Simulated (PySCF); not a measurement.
**NMR data sheet: C7H9NOSi**

```
Formula                               : C7H9NOSi
SMILES                                : C#CC[SiH2]/C=C(/C#N)OC
Point group of the computed structure : C1
Degrees of unsaturation               : 5
Carbon signals                        : 7
Proton signals                        : 5
```

Bonds (- single, = double, # triple, : aromatic): C1#C2, C2-C3, C3-Si4, Si4-C5, C5=C6, C6-C7, C7#N8, C6-O9, O9-C10. C1 carries H11; C3 carries H12, H13; Si4 carries H14, H15; C5 carries H16; C10 carries H17, H18, H19. Stereochemistry as in C#CC[SiH2]/C=C(/C#N)OC.

Computed data (PySCF 2.14.0 with density-fitted response routines): NMR shieldings at PBE0/pcSseg-1/GIAO, geometry from GFN2-xTB. One computed conformer, fast rotation and ring inversion assumed for equivalent nuclei, no solvent model, non-relativistic.

Chemical shifts δ = σref − σ; TMS for 1H (σref 31.72) and 13C (σref 186.93) and 29Si (σref 349.16); 15N (σref 267.73) vs NH3; H2O for 17O (σref 336.08), all at this level.

```tsv
carbon	δC, type	δH (multiplicity)	HMBC from (2–3 bonds)	span of the C tensor (ppm)
C1	73.7, CH	1.22 (t)	H12/H13	220
C2	85.5, C	–	H14/H15, H12/H13, H11	291
C3	1.6, CH2	1.96 (m)	H16, H14/H15, H11	29
C5	124.4, CH	6.19 (t)	H14/H15, H12/H13	226
C6	150.4, C	–	H16, H14/H15, H17/H18/H19	168
C7	118.2, C	–	H16	341
C10	58.6, CH3	4.07 (s)	–	80
```

Other nuclei:
| atoms | nucleus | environment | δ (ppm) | σ (ppm) |
| --- | --- | --- | --- | --- |
| H14/H15 | 1H | hydrogen on a silicon bonded to 2 C | 4.41 | 27.31 |
| Si4 | 29Si | silicon bonded to 2 C, 2 H | -54.4 | 403.5 |
| N8 | 15N | nitrile nitrogen | 325.8 | -58.1 |
| O9 | 17O | ether oxygen | 112.3 | 223.8 |

- Carbon types of the structure: 3 × C, 2 × CH, 1 × CH2, 1 × CH3, leaving 2 H on heteroatoms.
- δC 150.4: alkene carbon bearing oxygen; an sp2 carbon further deshielded by the attached heteroatom.
- δC 124.4: β carbon of an enol-ether or enamine type C=C.
- δC 118.2: nitrile carbon; C≡N carbons fall here, among the sp2 signals but without a proton.
- δC 85.5: alkyne carbon; the triple bond shields along its axis, which puts it between sp3 and sp2 carbons.
- δC 73.7: terminal alkyne carbon; sp carbons lie upfield of alkene carbons because the cylindrical π system leaves one tensor component strongly shielded.

Shifts are as computed. Against solution values, carbons near 30 ppm lie about +3 ppm off and those near 130 ppm about +5 ppm. Of 1309 compounds with measured shifts, 239 miss one by over three times the rms of a fit or turn the order of signals round; such compounds aren't used in these exercises. Experimental scales use liquid or dissolved standards, which lie at an offset from isolated NH3 (liquid NH3: subtract about 20 ppm) and H2O (liquid H2O: subtract about 36 ppm). Unscaled 15N shifts of sp2 nitrogen come out 20 to 40 ppm too high even then. No couplings were computed; multiplicities are counted from neighbouring protons, with m where these are inequivalent, close in shift, in a saturated or five-membered ring or joined by F or P, and br s for small geminal =CH2 splittings.
